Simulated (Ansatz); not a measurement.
Input for Ansatz (a first-principles code): R-B2PLYP/def2-TZVPP on H9NOSi3 (SMILES [SiH3]N[SiH2]O[SiH3]).

Ansatz 0.2 input:
```yaml
crystal:
  periodic: [false, false, false]
  atoms:
    - {symbol: Si, position_ang: [0.17094852, -1.35743987, -0.66591555]}
    - {symbol: O, position_ang: [-1.36119758, -1.12910273, -0.12294603]}
    - {symbol: Si, position_ang: [-2.31285525, 0.02287864, 0.55235017]}
    - {symbol: N, position_ang: [1.03161198, 0.11783298, -0.88317023]}
    - {symbol: Si, position_ang: [1.90604067, 1.03426685, 0.30035157]}
    - {symbol: H, position_ang: [0.07632877, -2.04204973, -1.97089849]}
    - {symbol: H, position_ang: [0.88792174, -2.16774647, 0.33761434]}
    - {symbol: H, position_ang: [-3.47025583, -0.64299652, 1.18624425]}
    - {symbol: H, position_ang: [-1.55755723, 0.78573499, 1.57498546]}
    - {symbol: H, position_ang: [-2.79379429, 0.96628307, -0.48404265]}
    - {symbol: H, position_ang: [0.95016346, 0.53717582, -1.79999042]}
    - {symbol: H, position_ang: [1.29907900, 2.36982603, 0.51963028]}
    - {symbol: H, position_ang: [3.31725123, 1.24473969, -0.10367087]}
    - {symbol: H, position_ang: [1.85631481, 0.26049725, 1.55955820]}
basis:
  gaussian:
    orbitals: def2-TZVPP
hamiltonian:
  xc: {name: B2PLYP}
magnetization: {spin_polarized: false}
correlation: {electrons: outside_noble_gas}
scf: {lower_state_search: off}
```

The log:

```
WARN ansatz: RAYON_NUM_THREADS=4 ignored (pool sized by the plan → 4); use --threads N
Functional definition: B2PLYP
these checks for a lower state are left out or cut short: stability, starts, cluster_reference, orbital_swaps, neighbouring_geometries, increment
integrals: 1.12 GiB planned
1796 factors; integrals over basis functions are off by at most 1.1e-3 eV
mean field: 1.99 GiB planned
mean field evaluation 1: about -27295.6361 eV, gradient 6.5e1 eV
mean field evaluation 2: about -27295.8090 eV, gradient 6.5e1 eV
mean field evaluation 4: about -27302.8282 eV, gradient 4.9e0 eV
mean field evaluation 8: about -27302.8870 eV, gradient 5.1e-1 eV
mean field evaluation 16: about -27302.8875 eV, gradient 5.2e-5 eV
mean field -27302.88751252 eV, -1003.3626095234 hartree, gradient 8.7e-6 eV, S^2 0.000000; 0 other end points of the search recorded, 0 dependent functions left out
17 core orbitals not correlated
reference -27302.88772238 eV, -1003.3626172356 hartree; 16, 16 occupied and 281, 281 virtual orbitals, 1796 factors
second order -27.13934435 eV of doubles, -0.00000000 eV of singles
Total energy: -27310.21534536 eV, -1003.6319024131 hartree
Checks for a lower state left out: stability, starts, cluster_reference, orbital_swaps, neighbouring_geometries, increment
```

The run converged.

Cost: roughly 15 core-seconds.
